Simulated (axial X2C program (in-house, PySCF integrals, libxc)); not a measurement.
# Spin–orbit effects along a row: molecules with Pd, PBE0

All values come from calculations with an axial X2C code built on PySCF integrals, spin-free (one-electron X2C) or two-component (2c: spin–orbit coupling with atomic mean-field Coulomb and Gaunt terms, which also bring small scalar terms), in Dyall basis sets with cores contracted in-house; open shells are unrestricted.

Basis sets: Al dyall-v3z, Mg dyall-cv3z, P dyall-v3z, Pd dyall-cv3z, Pd dyall-v3z, S dyall-v3z, Si dyall-v3z.

| molecule | spin-free state | Re (Å) | ωe (cm⁻¹) | De (eV) | 2c state | Re 2c (Å) | ωe 2c (cm⁻¹) | De 2c (eV) |
| --- | --- | --- | --- | --- | --- | --- | --- | --- |
| MgPd | M_S = 0, Λ = 0 | 2.345 | 299.0 | 1.42 | Ω = 0 | 2.344 | 298.7 | 1.42 |
| AlPd | M_S = 1/2, Λ = 0 | 2.223 | 370.6 | 2.69 | Ω = 1/2 | 2.223 | 370.2 | 2.70 |
| PdSi | M_S = 0, Λ = 0 | 2.099 | 479.8 | 2.85 | Ω = 0 | 2.100 | 478.6 | 2.85 |
| PdP | ? | ? | ? | ? | ? | ? | ? | ? |
| PdS | M_S = 1, Λ = 0 | 2.103 | 444.0 | 2.70 | Ω = 1 | 2.104 | 443.1 | 2.71 |

Task: Estimate the 2c Re and ωe of PdP as the mean of its neighbours in the table.

Result: Re ≈ 2.102 Å, ωe ≈ 460.9 cm⁻¹. The PBE0 runs give the row below, so the estimate misses by -0.044 Å and 74.0 cm⁻¹.

```csv
molecule,spin-free state,Re (Å),ωe (cm⁻¹),De (eV),2c state,Re 2c (Å),ωe 2c (cm⁻¹),De 2c (eV)
PdP,"M_S = 3/2, Λ = 0",2.145,388.0,2.17,Ω = 3/2,2.146,386.9,2.18
```

Each entry is the lowest single determinant of a limited PBE0 search at one distance. De goes to single-determinant-based atoms at the same level (for ions the charge split of lowest energy) and is withheld (n/a) where an atom does not fit its ground term or J level. Main or longest-lived isotopes. One determinant is a doubtful description, or other states lie close, for PdSi, PdP, PdS; these need not be ground states, and all values refer to the states named. Some open-shell Ω = 0 determinants are out of reach, so the Ω given for PdS need not be the lowest component. With several unpaired electrons the Ω given is that of one determinant, not necessarily of the lowest component. Some light 2c atoms are not at their ground J level, so De misses part of their lowering (0.04 eV or less). The functionals have no current term, which raises determinants with orbital currents.
